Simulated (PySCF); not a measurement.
C4H4F2. Atoms are numbered in the order given.

```xyz
10

C     -2.6532     0.4464     0.0000
C     -1.5518    -0.5654     0.0000
C     -0.2672    -0.3011     0.0000
C      1.0088    -0.0300     0.0000
F      1.7501     0.1238     1.0786
F      1.7501     0.1238    -1.0786
H     -3.2970     0.3101    -0.8842
H     -2.2641     1.4730     0.0000
H     -3.2970     0.3101     0.8842
H     -1.8631    -1.6214     0.0000
```

Geometry optimised at PBE0-D3(BJ)/def2-SVP.

Calculation: PBE0-D3(BJ)/def2-SVP (PySCF 2.14.0).

Harmonic, unscaled wavenumbers; measured fundamentals usually lie a few per cent lower.

```
mode  ν (cm⁻¹)  IR (km/mol)  Raman (Å⁴/amu)  depolarisation  moving atoms (share of kinetic energy)
----  --------  -----------  --------------  --------------  --------------------------------------
1          123          1.0             1.9            0.75                  F 42 %, C 35 %, H 24 %
2          130          1.1             1.1            0.64                  C 68 %, H 17 %, F 15 %
3          169          0.1             0.2            0.75                          H 81 %, F 12 %
4          271          0.1             4.6            0.75                  C 49 %, H 29 %, F 22 %
5          447         11.3             5.8            0.41                  C 55 %, F 33 %, H 12 %
6          542          3.8             1.6            0.75                  C 47 %, F 43 %, H 10 %
7          594         11.9            11.3            0.75                          C 86 %, F 11 %
8          619         11.5             0.4            0.75                          C 63 %, F 33 %
9          786          6.9            12.6            0.12                  F 51 %, C 31 %, H 18 %
10         838         11.8             5.8            0.75                          H 87 %, C 13 %
11         991         93.6             6.8            0.41                  H 46 %, C 39 %, F 16 %
12        1048          0.0             1.4            0.75                          H 61 %, C 39 %
13        1114         14.9             1.6            0.16                          C 61 %, H 38 %
14        1267        107.2            11.5            0.43                          H 73 %, C 22 %
15        1316        276.2             0.6            0.75                          C 72 %, F 28 %
16        1380          8.6            11.1            0.60                          H 77 %, C 23 %
17        1442          4.2            25.8            0.60                          H 89 %, C 10 %
18        1449         11.8            13.9            0.75                                  H 96 %
19        1552        173.1             2.5            0.36                          C 79 %, H 16 %
20        2151        280.2             3.0            0.44                                  C 99 %
21        3053         11.7           207.9            0.04                                  H 97 %
22        3125          7.2           168.9            0.27                           H 92 %, C 8 %
23        3134          5.2           120.2            0.75                           H 91 %, C 9 %
24        3183          6.2            56.5            0.68                          H 90 %, C 10 %
```
